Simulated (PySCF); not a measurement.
## Ionising SiBi

UHF-CCSD(T); Si def2-SVP, Bi def2-SVP with ECP60; scalar-relativistic core potentials (PySCF 2.14). Neutral (UHF): doublet (π ↑), Re = 2.507 Å, ωe = 354 cm⁻¹, De = 1.94 eV.

SiBi⁺ (UHF): triplet (π ↑↑), Re = 2.647 Å, ωe = 305 cm⁻¹. The energies at the minima are -502.55078 hartree for SiBi and -502.27356 for SiBi⁺.

(1) Work out the adiabatic ionisation energy, without and with harmonic zero-point energies (1 hartree = 27.2114 eV, 1 eV = 8065.5 cm⁻¹), and the change of the bond length.

Correlated steps freeze 9 core orbitals. Correlated levels converge slowly with the basis: in double zeta they bind strong bonds too weakly, by up to about 1 eV, and carry superposition errors of some tenths. These are scalar-relativistic numbers at best; spin–orbit coupling would shift them, the dissociation energy most. States were picked by a PBE0 search and need not be the measured ground states.

Results:

(1) At UHF-CCSD(T): 0.27722 hartree = 7.544 eV between the minima; the zero-point term (305.0 − 354.0)/2 cm⁻¹ = -0.003 eV makes it 7.541 eV. Re changes by +14.0 pm against the neutral. The electron leaves a π orbital, and the longer bond of the ion fits a bonding orbital, or a change in how ionic the bond is.
